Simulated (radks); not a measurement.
The numbers below are computed, except where a source is named.
Valence configurations of Nb3+ (all share [Kr]). Code: a radial shooting solver on a logarithmic mesh with Libxc functionals. Model: Dirac Kohn-Sham, PBE, spin-unpolarised, spherical densities, finite nucleus; open shells are shared between the two j in proportion to 2j + 1; Fermi nuclear charge, rms radius 4.324 fm. Energies are relative to 4d2; eigenvalues in eV.

valence	E (eV)	e(4d3/2)	e(4d5/2)	e(5p1/2)	e(5p3/2)	e(5s1/2)
4d2	0.000	-30.731	-30.497	-	-	-
4d1.5 5p0.5	5.581	-32.745	-32.499	-21.164	-20.797	-
4d1 5p1	11.678	-34.773	-34.515	-22.168	-21.785	-
4d1 5s1	5.738	-33.881	-33.627	-	-	-27.274
4d0.5 5s0.5 5p1	15.238	-36.371	-36.104	-22.889	-22.489	-28.724
5s2	12.919	-	-	-	-	-29.036

NIST lists [Kr] 4d2 as the ground configuration; this level of theory agrees among the configurations tried. The energies are those of spherical spin-averaged densities, not of single terms.
